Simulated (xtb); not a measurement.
A run for xtb: GFN1-xTB on BH4P (SMILES BP), a point of a torsion scan.

```
$ xtb mol.xyz --gfn 1 --sp --chrg 0 --uhf 0
6

B     -0.84434477    -0.03842222    -0.08880557
P      1.04846015    -0.20003274    -0.30370231
H     -1.40870076     0.89778878    -0.49878002
H     -1.41628491    -0.83656622     0.54324646
H      1.26293325     0.96738907     0.42128874
H      1.12560939     0.52311529    -1.48845068
```

The head of its log:

```
[...]
           -------------------------------------------------
          |                Calculation Setup                |
           -------------------------------------------------



           -------------------------------------------------
          |                 G F N 1 - x T B                 |
           -------------------------------------------------

        Reference                      10.1021/acs.jctc.7b00118
      * Hamiltonian:
        H0-scaling (s, p, d)           1.850000    2.250000    2.000000
        zeta-weighting                 0.000000
      * Dispersion:
        s8                             2.400000
        a1                             0.630000
        a2                             5.000000
        s9                             0.000000
      * Repulsion:
        kExp                           1.500000
        rExp                           1.000000
      * Coulomb:
        alpha                          2.000000
        third order                    atomic
        anisotropic                    false
      * Halogen bond correction:
        rad-scale                      1.300000
        damping                        0.440000


          ...................................................
          :                      SETUP                      :
          :.................................................:
          :  # basis functions                  22          :
          :  # atomic orbitals                  21          :
          :  # shells                           13          :
          :  # electrons                        12          :
          :  # halogen bonds                     0          :
          :  max. iterations                   250          :
          :  Hamiltonian                  GFN1-xTB          :
          :  restarted?                      false          :
          :  GBSA solvation                  false          :
          :  PC potential                    false          :
          :  electronic temp.          300.0000000     K    :
          :  accuracy                    1.0000000          :
          :  -> integral cutoff          0.2500000E+02      :
          :  -> integral neglect         0.1000000E-07      :
          :  -> SCF convergence          0.1000000E-05 Eh   :
          :  -> wf. convergence          0.2000000E-04 e    :
          :  Broyden damping             0.4000000          :
          :  net charge                          0          :
          :  unpaired electrons                  0          :
          ...................................................

 iter      E             dE          RMSdq      gap      omega  full diag
   1     -6.1609980 -0.616100E+01  0.569E+00    2.90       0.0  T
   2     -6.1713701 -0.103720E-01  0.347E+00    3.28       1.0  T
```

Task: Give the final energy of this run.

Result: -6.1210 hartree.
